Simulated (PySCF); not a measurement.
Structure problem from calculated spectra and properties.

Elements present: C, H, N, O and Si. Monoisotopic mass: 177.0461 u.

* 13C NMR: chemical shifts (computed TMS as zero) by class: 35.9 (1 C), 5.4 (1 C), 1.1 (1 C), 1.0 (1 C) ppm [GIAO PBE0/pcSseg-1]
* Dipole: 1.18 D [PBE0/pcSseg-1]
* Rotational structure: rotational constants A, B, C: 1.150, 0.610, 0.436 GHz [GFN2-xTB]
* NMR, other nuclei: isotropic shieldings of nuclei other than C and H, by class: 263 (1 N), 325 (1 O), 358 (1 Si), 395 (1 Si), 406 (1 Si) ppm [GIAO PBE0/pcSseg-1]
* 1H NMR: chemical shifts (computed TMS as zero) by class: 5.69 (1 H), 5.08 (3 H), 4.96 (1 H), 4.80 (1 H), 2.70 (3 H), 0.79 (1 H), 0.74 (1 H), 0.57 (1 H), 0.04 (1 H), -0.22 (1 H), -1.11 (1 H) ppm [GIAO PBE0/pcSseg-1]

Electronic properties: PySCF, gas phase, density fitting. Levels stand in brackets. Isolated species at its GFN2-xTB geometry (one conformer only). NMR classes are plain means over equivalent atoms (diastereotopic ones count apart unless rotation or inversion swaps them), as if these changed places fast.

**Question.** Which formula fits the mass and the elements?

**Answer.** C4H15NOSi3 (calculated 177.0461). No other formula that holds each of these elements comes within 0.0003 u with a fitting electron parity and a possible valence count.

**Question.** Give a SMILES that accounts for the data.

**Answer.** Numbering: `[CH3:1][NH:2][SiH2:3][Si@@H:4]([O:5][SiH3:6])[CH:7]1[CH2:8][CH2:9]1`. Its formula, C4H15NOSi3, gives 1 degree of unsaturation: 1 ring and 0 π bonds in the structure found. 4 carbons fall into 4 classes; from least to most shielded: N-methyl carbon [C1] (35.9 ppm), three-membered-ring carbon [C9] (5.4 ppm), three-membered-ring carbon [C8] (1.1 ppm), ring sp3 carbon bound to silicon [C7] (1.0 ppm). Hydrogen classes from least to most shielded: 1 H on an oxygen-bound silicon, Si4 (5.69 ppm), 3 H on an oxygen-bound silicon, Si6 (5.08 ppm), 1 H on an SiH2 silicon, Si3 (4.96 ppm), 1 H on an SiH2 silicon, Si3 (4.80 ppm), 3 H on an N-methyl carbon, C1 (2.70 ppm, a mean of values up to 0.5 ppm apart in this geometry), 1 H on a three-membered-ring carbon, C9 (0.79 ppm), 1 H on a three-membered-ring carbon, C9 (0.74 ppm), 1 H on a three-membered-ring carbon, C8 (0.57 ppm), 1 H on an sp3 carbon bound to silicon, C7 (0.04 ppm), 1 H on a three-membered-ring carbon, C8 (-0.22 ppm), 1 H on a silicon-bound nitrogen, N2 (-1.11 ppm). The other shieldings belong to: 263 ppm, silicon-bound nitrogen [N2]; 325 ppm, siloxane oxygen [O5]; 358 ppm, oxygen-bound silicon [Si4]; 395 ppm, oxygen-bound silicon [Si6]; 406 ppm, SiH2 silicon [Si3]. The optimised geometry has point group C1 and is an asymmetric top. Structure: `CN[SiH2][Si@H](C1CC1)O[SiH3]`. Computed isomers that give other values at the same levels: `CO[C@@H]1[SiH2]C[SiH2]C[Si@H]1N` (13C chemical shifts (computed TMS as zero) by class: 68.9 (1 C), 63.4 (1 C), -2.2 (1 C), -10.5 (1 C) ppm); `CO[C@@H]1[SiH2]C[SiH2]C[Si@@H]1N` (13C chemical shifts (computed TMS as zero) by class: 66.7 (1 C), 62.4 (1 C), -0.2 (1 C), -12.4 (1 C) ppm); `CN[Si@@H]1C[SiH2]C[Si@H](O)C1` (13C chemical shifts (computed TMS as zero) by class: 30.7 (1 C), 7.2 (1 C), 1.8 (1 C), -4.3 (1 C) ppm). The assignments are read from this structure; whether some other isomer fits the data as well wasn't checked. The mirror image fits equally.

Shape of the structure used: `[CH3:1][NH:2][SiH2:3][Si@@H:4]([O:5][SiH3:6])[CH:7]1[CH2:8][CH2:9]1`: C1–N2–Si3–Si4 177°, N2–Si3–Si4–O5 180°, Si3–Si4–O5–Si6 5°, Si3–Si4–C7–C8 72°.
